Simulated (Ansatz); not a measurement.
Saddle point of CH₉GeN, closed shell (CH₆Ge ([CH3][GeH3]) + NH₃ → GeNH₅ ([NH2][GeH3]) + CH₄; bonds formed: Ge1–N7, C2–H6; bonds broken: Ge1–C2, H6–N7), PBE0-D4/def2-TZVP structure:

Ge1  (-0.777, 0.908, -0.184)
C2  (0.169, -1.001, 1.137)
H3  (-2.052, 0.069, -0.301)
H4  (-0.468, 1.645, 1.126)
H5  (-0.992, 2.077, -1.218)
H6  (0.725, -0.581, -0.326)
N7  (0.750, 0.127, -1.222)
H8  (0.892, -0.605, 1.859)
H9  (-0.797, -1.069, 1.647)
H10  (0.461, -2.039, 0.915)
H11  (1.571, 0.720, -1.297)
H12  (0.518, -0.250, -2.136)
(Å)

Energies are electronic, without zero-point energy. Barriers and step energies count from the start structure reached by relaxing down the imaginary mode; all methods use the PBE0-D4 structures, on which another method's saddle can fall below an end. Computed with Ansatz 0.2.0 (basis: def2-TZVPP, with def2-QZVPP for the basis limit); correlated methods freeze the cores. Filled d shells of the heavier atoms are correlated. The def2 sets are not built for correlating such inner shells, so the correlated values are less sure here. B3LYP uses VWN-RPA correlation. Extrapolation: Hartree–Fock as exp(−7.88 √X), correlation as X^−2.97.

```tsv
method	barrier (kJ/mol)	step energy (kJ/mol)
SPW92	190.9	-3.4
PBE-D4	217.1	-6.6
BLYP-D4	229.2	-11.6
r2SCAN-D4	232.4	-9.6
B97M-V	246.9	-10.4
PBE0-D4	?	-6.9
B3LYP-D4	?	-11.4
r2SCAN0-D4	244.0	-8.9
BHLYP-D4	?	-12.5
CAM-B3LYP-D4	251.6	-12.1
wB97X-V	253.5	-10.3
wB97M-V	247.6	-8.1
B2PLYP	251.3	-12.4
PBE-QIDH	247.7	-8.7
RPA on PBE	251.1	-10.2
HF	309.3	-19.2
MP2	248.5	-9.5
CCSD	263.0	-9.7
CCSD(T)	251.9	-9.1
```

(1) Fill in the withheld barriers. (Judge from chemistry; the value comes from the calculation.)

No T1 diagnostic of these runs exceeds 0.012.

Results:

(1) By the calculation: PBE0-D4 234.8; BHLYP-D4 263.6; B3LYP-D4 243.5 kJ/mol. Each is the energy of the saddle less that of the start structure, by the same method.

For comparison, the barrier by CCSD(T) at an estimated basis limit (MP2 extrapolated from triple and quadruple zeta, plus CCSD(T) − MP2 in triple zeta) is 256.8 kJ/mol.

Labels in which every atom is bracketed show which atoms are joined, not bond orders.

For scale, one of the runs: CCSD(T)/def2-TZVPP, 236 basis functions, launched by `ansatz run in.yaml --threads 4 --pin off --events-out ev --progress --plain --max-ram 9574MiB`. Time: 4.2 min of wall clock on 4 CPU threads of an AMD EPYC; the host was shared. Peak host memory: 4.4 GiB.
